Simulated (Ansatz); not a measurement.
Reaction (redistribution): `F[SiH2][TeH]` + `Cl[C]1=[CH][AlH]1` → `[TeH][C]1=[CH][AlH]1` + `F[SiH2]Cl`

Computed with Ansatz on PBE0-D4/def2-TZVP structures; ΔE is electronic, products minus reactants. CCSD(T)/CBS is the MP2 limit (def2-TZVPP, def2-QZVPP) plus CCSD(T) − MP2 in def2-TZVPP, frozen cores. This one scheme is used for every species. DFT in def2-TZVPP. Elements past krypton have def2 core potentials. For Te outer-core shells are correlated without core-valence functions, which leaves a few kJ/mol of doubt a bond.

| level | ΔE (kJ/mol) |
| --- | --- |
| PBE-D4 | -63.0 |
| r2SCAN-D4 | -72.3 |
| CAM-B3LYP-D4 | -73.5 |
| ωB97M-V | -73.1 |
| PBE0 | -65.8 |
| HF/def2-SVP | -77.7 |
| CCSD/def2-SVP | -74.0 |
| CCSD/def2-TZVPP | -80.9 |

(1) What does CCSD(T)/CBS give? (An estimate is asked.)

Largest T1 diagnostic among the species: 0.014.

Answers

(1) The calculation gave: -79.0 kJ/mol. The listed levels differ from it by 16.0, 6.7, 5.5, 5.9, 13.2, 1.3, 5.0, -1.9 kJ/mol.

From PBE to PBE0 (25 % exact exchange), in def2-TZVPP and without D4, ΔE moves by −3.8 kJ/mol. At CCSD(T), def2-SVP lies +5.1 kJ/mol from the extrapolated value and def2-TZVPP −1.9 kJ/mol. Leaving LDA and LC-ωPBE aside and taking each functional with its dispersion term where it has one, the values, not all of them listed here, spread over 15.1 kJ/mol, from B97M-V to PBE-D4. LDA lies +3.3 kJ/mol from PBE without D4.
